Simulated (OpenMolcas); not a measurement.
**O⁴⁺: effect of the level shift or regulariser**

```json
{"Program": "OpenMolcas", "Basis": "ANO-RCC-VQZP [5s4p3d2f1g]", "Scalar Hamiltonian": "DKH2, point nucleus", "Active space": "2 electrons in 9 orbitals (RAS2 2s 2p; RAS3 3d, at most 2 electrons)", "State averaging": "2S+1 = 3 even, 3 roots; 2S+1 = 1 even, 7 roots; 2S+1 = 3 odd, 3 roots; 2S+1 = 1 odd, 3 roots", "Spin-orbit coupling": "RASSI with atomic mean-field integrals over the reference wave functions, term energies averaged over their components"}
```

Methods on the same reference wave functions:
A. RASSCF
B. MS-RASPT2, IPEA 0.25 Eh, imaginary shift 0.1 Eh (closed shells correlated: 1s)
C. MS-RASPT2, IPEA 0.25 Eh, real shift 0.2 Eh (closed shells correlated: 1s)

Energies in cm⁻¹ above 2s² ¹S₀, the measured ground level; measured values from Moore, Selected Tables of Atomic Spectra, NSRDS-NBS 3, section 9.

```
     Level       A       B       C  Measured
   2s² ¹S₀     0.0     0.0     0.0       0.0
2s 2p ³P°₀   81909   81878   81878     81942
2s 2p ³P°₁   82057   82026   82026     82079
2s 2p ³P°₂   82354   82324   82323     82385
2s 2p ¹P°₁  161940  159731  159731    158798
   2p² ³P₀  214946  213749  213749    213462
   2p² ³P₁  215094  213898  213898    213618
   2p² ³P₂  215385  214189  214188    213887
   2p² ¹D₂  234873  232460  232461    231721
   2p² ¹S₀  296200  289597  289617    287910
```

Deviations, from unrounded energies. A percentage is the sum of absolute deviations over the sum of measured energies, with the sign that they share, or ± where signs differ.

```json
{"Against measurement": "mean absolute deviation (cm-1)", "Levels": "9", "A": "2100", "B": "490", "C": "490"}
{"Against measurement": "other configurations (%)", "Levels": "9", "A": "±1.2", "B": "±0.3", "C": "±0.3"}
```

B, C lie about equally close to measurement and A furthest from it. The largest miss of B in the table is 2p² ¹S₀, by +1700 cm-1. The ranking rests on the paired levels alone, and a cruder setting can come out closer through cancelling errors.

Between B and C the level of the table that moves most is 2p² ¹S₀, by 20 cm-1 (lowest in B, highest in C).

The lowest spin-free term lies below A's lowest term by 0.011 hartree in B, 0.011 hartree in C.

Active for correlation alone: 3d; no level in the range computed is led by a configuration that fills it, so any true level of that kind is missing. Computed and measured levels are paired by configuration, term and J; levels that our copy of the source lacks, or whose pairing is in doubt (as where it misses far off the trend of its configuration), stay unpaired and out of the deviations. Only configurations of the active space appear.

° marks odd parity.
